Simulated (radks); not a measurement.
Results of a calculation; reference values are marked as such.
Charge is removed step by step from the 1s1/2 level of H, starting from 1s1. Level of theory: Dirac Kohn-Sham, PBE, spin-unpolarised, spherical densities, point nucleus (a radial shooting solver on a logarithmic mesh with Libxc functionals).

| removed (e) | E - E(0) (eV) | eigenvalue (eV) |
|---|---|---|
| 0 | 0.000 | -6.493 |
| 0.25 | 1.992 | -9.490 |
| 0.5 | 4.762 | -12.681 |
| 0.75 | 8.326 | -15.766 |

The mean slope of the eigenvalue, de/dn, is 12.4 eV per electron.
